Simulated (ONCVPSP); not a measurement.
**Zr: one change to an ONCV potential, before and after**

```
Element                 : zirconium
Generator               : ONCVPSP 4.0.1
Type                    : optimised norm-conserving Vanderbilt (ONCV)
Functional              : PBE
Relativity              : scalar-relativistic
Frozen core             : [Kr]
Valence charge          : 4
Reference configuration : 4d2 5s2
Partial waves           : 5s: rc 3.50 bohr, ncon 4, nbas 7, qcut 2.3 1/bohr, 2 projectors, debl 1.1 Ha; p scattering state at 0.14 Ha: rc 3.75 bohr, ncon 3, nbas 6, qcut 2.7 1/bohr, 2 projectors, debl 0.8 Ha; 4d: rc 1.90 bohr, ncon 5, nbas 10, qcut 4.8 1/bohr, local
Local potential         : the d channel
Core correction         : none
```

In the p channel the program set the typed energies aside and used 0.050, 0.850 Ha.

Change: core correction Teter function, fcfact 4.75, rcfact 1.1.

Cutoffs: the cutoffs (Ha) at which the residual kinetic energy of the hardest occupied pseudo-wave falls to 1 and 0.1 mHa per electron; they do not see the model core or the augmentation charge, which bear on the density cutoff. Errors are all-electron minus pseudo energies relative to the spin-unpolarised reference configuration.

Question: What does the change do?

Answer: The potential gets neither clearly harder nor softer (20 Ha and 90 Ha → 20 Ha and 90 Ha); both files keep a bound ghost (s); of the 4 tests that both files solve, the error grows in 1 and shrinks in 2 by more than 15 % and 0.3 meV (median size 77.8 → 59.2 meV). A model core, the more so a compact one, raises the density cutoff, which this test does not measure.

```csv
quantity,base,changed
"cutoff, loose",20 Ha,20 Ha
"cutoff, tight",90 Ha,90 Ha
bound ghosts,s,s
GHOST(+) flags under 300 eV,p at 21.4 eV,p at 21.4 eV
"error for 4d2 5s1, meV [ΔE 7.14 eV]",+5.1,+5.8
"error for 4d2 5s0, meV [ΔE 20.08 eV]",+150,+108
"error for 4d1 5s0, meV [ΔE 42.70 eV]",+384,+189
"error for 4d2.5 5s1.5, meV [ΔE 0.51 eV]",-0.9,-11
s: phases at 3.55 bohr within 0.05 rad from the reference energy up to (Ha; the scan ends near 5),2.2,2.2
p: phases at 3.81 bohr within 0.05 rad from the reference energy up to (Ha; the scan ends near 5),n/a,n/a
d: phases at 1.93 bohr within 0.05 rad from the reference energy up to (Ha; the scan ends near 5),2.4,2.4
```

 A true bound ghost makes a file unfit for plane-wave use even where its test errors are small: the radial tests pick states by their node count and pass the ghost by.
